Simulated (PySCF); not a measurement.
C₃H₈FNSi, SMILES [SiH3][C@@H](F)/C=N/C. The structure is a stationary point at PBE-D3(BJ)/def2-SVP. The structure was generated by enumeration; whether it is a known compound was not checked. The values are those of a single conformer.

Computed equilibrium geometry at PBE-D3(BJ)/def2-SVP (PySCF confirms it by a frequency run) as Cartesian coordinates in Å (one conformer of several):
```xyz
14

C      2.6654     1.0741     0.2110
N      1.2986     0.6315     0.3339
C      0.9164    -0.4175    -0.2845
C     -0.4903    -0.9171    -0.1208
F     -0.9771    -1.3497    -1.3639
Si    -1.6507     0.4398     0.6107
H      3.2903     0.4510    -0.4739
H      3.1414     1.0844     1.2148
H      2.6788     2.1261    -0.1446
H      1.5810    -1.0123    -0.9638
H     -0.4792    -1.8038     0.5606
H     -1.3288     0.7186     2.0495
H     -3.0479    -0.1152     0.5330
H     -1.5720     1.6842    -0.2215
```
Charge 0, spin multiplicity 1.
